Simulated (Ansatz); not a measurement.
`C#CO[SiH2]F` and `OCO[SiH2]F` differ in one atom or group.

Ansatz, PBE0-D4/def2-TZVP geometries, multiplicity 1. Each molecule was computed in one conformer, which needn't be the lowest.

```
                             property  `C#CO[SiH2]F`
HOMO–LUMO gap (B3LYP/def2-TZVPP) / eV           6.97
HOMO energy (ωB97M-V/def2-TZVPP) / eV          -9.83
   HOMO energy (PBE0/def2-TZVPP) / eV          -7.55
    HOMO energy (PBE/def2-TZVPP) / eV          -6.26
  HOMO energy (B3LYP/def2-TZVPP) / eV          -7.31
LUMO energy (ωB97M-V/def2-TZVPP) / eV           1.65
```

(1) Give the same properties after the change, and the shifts. (Best estimate.)

Answers

(1) Ansatz gave: 
```tsv
property	`OCO[SiH2]F`	shift
HOMO–LUMO gap (B3LYP/def2-TZVPP) / eV	8.96	1.99
HOMO energy (ωB97M-V/def2-TZVPP) / eV	-11.22	-1.39
HOMO energy (PBE0/def2-TZVPP) / eV	-8.80	-1.25
HOMO energy (PBE/def2-TZVPP) / eV	-7.16	-0.90
HOMO energy (B3LYP/def2-TZVPP) / eV	-8.57	-1.26
LUMO energy (ωB97M-V/def2-TZVPP) / eV	2.23	0.58
```

With PBE0 the HOMO falls by 1.25 eV and the LUMO rises by 0.79 eV, so the gap widens by about 2.04 eV. PBE moves the HOMO by -0.90 eV and ωB97M-V by -1.39 eV.

B3LYP here is the variant with VWN-RPA as its local correlation; programs differ in this.
